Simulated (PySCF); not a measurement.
## Finite-field polarisability of Pd (palladium, neutral)

[Kr] 4d10, closed-shell 1S. Computed with PySCF 2.14 in x2c-TZVPPall with one added diffuse shell each of s, p, d, f type (9s7p7d3f1g, 95 functions), with the spin-free X2C one-electron Hamiltonian (Gaussian nucleus). Frozen: [Kr]. Energy changes in a uniform field (μhartree):

```json
{"axis": "x", "F (au)": "0.0032", "HF": "-100.086", "MP2": "-125.748", "CCSD": "-113.095", "CCSD(T)": "-121.405"}
{"axis": "x", "F (au)": "0.0064", "HF": "-400.937", "MP2": "-504.317", "CCSD": "-453.393", "CCSD(T)": "-487.012"}
```

(1) Derive α along x at CCSD(T) from the two fields.

(2) And the mean polarisability at each level?

CCSD(T) lies more than 5 % below the reference, which points to too few diffuse and polarisation functions.

Answers

(1) With ΔE = −αF²/2 − γF⁴/24, α = −(16 ΔE(F) − ΔE(2F))/(6F²) = 23.69 bohr³.

(2) HF 19.54, MP2 24.54, CCSD 22.07, CCSD(T) 23.69 bohr³. Reference: 26.14 ± 0.1 bohr³ (recommended; Schwerdtfeger and Nagle, table of static dipole polarizabilities (2023 update)).
